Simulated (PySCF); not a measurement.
## [PbCl3(NH3)]+ at several levels of theory

Computed with PySCF 2.14.0 (density fitting, no spin-orbit coupling) at the geometry relaxed with PBE0:

```xyz
8
[PbCl3(NH3)]+ (singlet)
Pb    0.0022   -0.0022    0.0022
Cl    1.3385    1.6983    1.0003
Cl   -1.6983   -1.0003    1.3385
Cl    1.0003   -1.3385   -1.6983
N    -1.3566    1.3566   -1.3566
H    -2.3385    1.3104   -1.0615
H    -1.0615    2.3385   -1.3104
H    -1.3104    1.0615   -2.3385
```

```
level                                                        basis    state  HOMO (eV)  gap (eV)  charge on Pb1 (e)  dipole about the centre of mass (D)  largest force component (eV/Å)
 PBE0  Pb def2-SVP with ECP60, Cl def2-SVP, N def2-SVP, H def2-SVP  singlet     -13.95      4.53               0.94                                 6.59                            0.01
   HF                                                     the same  singlet     -17.31     11.34               1.26                                 6.58                            0.55
```

Charges are Mulliken's, which hang on the basis. The relaxation used the grid (50, 194), these runs (75, 302) or, all-electron (x2c bases, spin-free X2C Hamiltonian), (99, 590).

Task: What does wB97X with Pb def2-SVP with ECP60, Cl def2-SVP, N def2-SVP, H def2-SVP give here?

Result: state singlet, HOMO (eV) -16.40, gap (eV) 8.92, charge on Pb1 (e) 0.97, dipole about the centre of mass (D) 6.62, largest force component (eV/Å) 0.19. Time: 15 s on 2 threads of Intel(R) Xeon(R) Platinum 8259CL CPU @ 2.50GHz (Skylake/Cascade Lake), with other jobs on the host, from an already converged density.

In the first row's basis the gap widens with exact exchange: 4.5 eV for PBE0 (a fixed share); 8.9 to 11.3 eV for wB97X, Hartree–Fock (rising or full at long range).
